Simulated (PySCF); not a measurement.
## A thermochemical cycle for ZnSb

PBE in PySCF with def2-SVP on every atom (core potentials on Sb), for the lowest determinant that a PBE0 search found; no spin–orbit coupling. ZnSb, a quartet (σ ↑, π ↑↑), has De = 0.42 eV to neutral atoms, and ZnSb⁺, a triplet (π ↑↑), has De = 2.52 eV to Zn + Sb⁺.

At the same level the Sb atom ionises at 8.95 eV.

What is the adiabatic ionisation energy of the molecule, and does ionisation strengthen or weaken the bond?

IE = IE(Sb) + De(neutral) − De(ion) = 8.95 + 0.42 − 2.52 = 6.85 eV. De changes by +2.10 eV, so ionisation strengthens the bond.

Weak bonds: ZnSb. Basis-set superposition, not corrected here, can be much of De in a small basis, most of all at correlated wavefunction levels. These are scalar-relativistic numbers at best; spin–orbit coupling would shift them, the dissociation energy most. For an ion De counts to the pair picked by the measured ionisation energies or electron affinities, which need not be the lowest pair at this level. States were picked by a PBE0 search and need not be the measured ground states.
